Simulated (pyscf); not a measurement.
**`[OH][B]([Br])[Br]`, singlet**

Gas-phase minimum from PySCF at ωB97X-D3(BJ)/def2-SVP, one conformer. 

SMILES: OB(Br)Br
```xyz
5

O      1.6465    -0.4518    -0.3820
B      0.6542    -0.3130     0.5074
Br     1.0816     0.1938     2.2945
Br    -1.1795    -0.6153     0.0109
H      1.3430    -0.7096    -1.2618
```

Bonds (Å): O1–B2 1.340, O1–H5 0.966, B2–Br3 1.906, B2–Br4 1.924. Bond angles (°): B2–O1–H5 113.6, O1–B2–Br3 118.9, O1–B2–Br4 121.2, Br3–B2–Br4 119.8.

Properties at ωB97X-D3(BJ)/def2-SVP:

```json
{
 "harmonic_wavenumbers_unscaled": "171, 306, 444, 458, 587, 802, 1101, 1402, 3888 cm⁻¹",
 "zero_point_energy": "13.1 kcal/mol",
 "rotational_symmetry_number": "1",
 "Entropy of this conformer at 298 K and 1 atm, rigid rotor and harmonic oscillator, modes under 100 cm⁻¹ raised to 100": "318.3 J/(mol K)",
 "dipole_moment": "1.98 D"
}
```

Single-point totals, which compare only within one level (frozen core for MP2 and CC):

```
level                   total energy (hartree)
----------------------  ----------------------
ωB97X-D3(BJ)/def2-TZVP             -5249.01600
PBE/def2-TZVP                      -5248.26638
r²SCAN/def2-TZVP                   -5249.07739
B3LYP-D3(BJ)/def2-TZVP             -5249.22396
PBE0-D3(BJ)/def2-TZVP              -5248.45321
M06-2X/def2-TZVP                   -5249.19799
ωB97M-D3(BJ)/def2-TZVP             -5249.19519
HF/def2-TZVPP                      -5245.13689
MP2/def2-TZVPP                     -5246.02250
CCSD/def2-TZVPP                    -5246.03274
CCSD(T)/def2-TZVPP                 -5246.06621
```

Soft torsions are taken as harmonic, which can shift the entropy by several J/(mol K). The CCSD(T) − MP2 part came from Ansatz, without density fitting, on the same reference. The frozen core leaves the outer d or s,p core shells of the metals and heavy elements correlated in the MP2 and CC values, and def2-TZVPP describes them poorly, so these totals are far from the basis limit. Elements up to Kr have no core potential and no relativistic terms here.
